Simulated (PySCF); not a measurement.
# EPR parameters of [C6H4O4]+

Compound: C6H4O4 (charge +1 and doublet state).
Cartesian coordinates in Å at the GFN2-xTB level; atoms count from 1:
```xyz
14
C6H4O4 angstrom
O      2.5770    1.5026    1.0200
C      2.8619    0.6054    0.3269
O      1.9136   -0.2541   -0.2968
C      0.6204   -0.1572   -0.1491
C     -0.1908   -1.2046   -0.6591
C     -1.5733   -1.0772   -0.5591
C     -2.1242    0.0326    0.0473
C     -1.2952    1.0987    0.5817
O     -1.6302    2.0921    1.1325
O      0.1155    0.8895    0.4187
H      3.8437    0.2245    0.0263
H      0.2857   -2.0537   -1.1262
H     -2.2124   -1.8539   -0.9569
H     -3.1925    0.1550    0.1717
```

The hyperfine couplings belong to this conformer and change with its torsions.

Identity: `O=CO[C+]1[CH]C=CC(=O)O1` [radical] (charge +1).

Computed with PySCF, UKS B3LYP, pcH-1 on C H O, non-relativistic, mean-field spin-orbit, GIAO. One conformer (not necessarily the lowest) at the GFN2-xTB geometry, without solvent, vibrations or thermal averaging. A GFN2-xTB geometry isn't a minimum of the functional, and hyperfine couplings can be far from their values at a DFT geometry, by a factor of two or more for some ions and for spin on atoms past the first row. Stability of the SCF solution: not tested. ⟨S²⟩ is 0.774 where a pure state has 0.75.

```json
{
 "g1, g2, g3": "2.00212, 2.00435, 2.00569",
 "g_iso": "2.00405",
 "Form of g": "rhombic: the two nearest values differ by 37 % of g3 − g1",
 "⟨S²⟩": "0.7738 (exact 0.7500)",
 "Total energy": "-531.63190 Eh"
}
```

Hyperfine couplings atom by atom, in MHz; T1 to T3 are the principal values of the dipolar part; ρ(0) is the spin density at the nucleus:

```tsv
atom	isotope	a_iso	T1	T2	T3	Mulliken spin population	ρ(0) (bohr⁻³)
O1	17O	-1.3	-7.2	3.5	3.8	0.02	0.0021
C2	13C	-2.4	-2.2	0.6	1.6	-0.01	-0.0021
O3	17O	-6.6	-21.7	10.3	11.3	0.05	0.0110
C4	13C	-9.5	-9.4	-7.5	16.9	0.07	-0.0085
C5	13C	31.5	-33.1	-31.8	64.9	0.40	0.0280
C6	13C	-32.2	-20.5	8.9	11.6	-0.18	-0.0286
C7	13C	42.7	-39.7	-38.6	78.3	0.50	0.0380
C8	13C	-37.6	-15.7	5.1	10.6	-0.10	-0.0334
O9	17O	-15.4	-77.7	38.1	39.5	0.25	0.0255
O10	17O	2.5	-9.0	4.3	4.7	0.02	-0.0042
H11	1H	0.0	-1.2	-1.0	2.2	0.00	0.0000
H12	1H	-28.1	-15.4	-2.1	17.5	-0.02	-0.0063
H13	1H	8.2	-3.5	-0.9	4.4	0.01	0.0018
H14	1H	-33.2	-17.2	-2.5	19.7	-0.02	-0.0074
```

The largest Mulliken spin populations are on C7 (+0.50), C5 (+0.40), O9 (+0.25) and C6 (-0.18). Three atoms exceed +0.15.

C5, the radical centre as drawn in `O=CO[C+]1[CH]C=CC(=O)O1`, holds a spin population of +0.40 out of 1.

Axes: g3 points within 6° of the C8–O9 bond.

Under fast tumbling the dipolar parts average out, and these isotropic splittings remain: 1 × 1H (H14, I = 1/2, 2 lines) with 1.18 mT, 1 × 1H (H12, I = 1/2, 2 lines) with 1.00 mT and 1 × 1H (H13, I = 1/2, 2 lines) with 0.29 mT.

The 17O coupling of O9 (-15.4 MHz) shows only in satellite lines or after enrichment, since that isotope makes up about 0.038 % of natural oxygen.

The 13C coupling of C7 (42.7 MHz) shows only in satellite lines or after enrichment, since that isotope makes up about 1.07 % of natural carbon.

Examples of negative spin density at the nucleus (bohr⁻³): C8 (-0.0334), C6 (-0.0286) and C4 (-0.0085).

On AMD EPYC 9R45, one thread, shared host with 96 logical CPUs at a one-minute load of 42, this took 50 s of wall time (grids of density and orbitals included) and 1.1 GiB of memory at its peak.
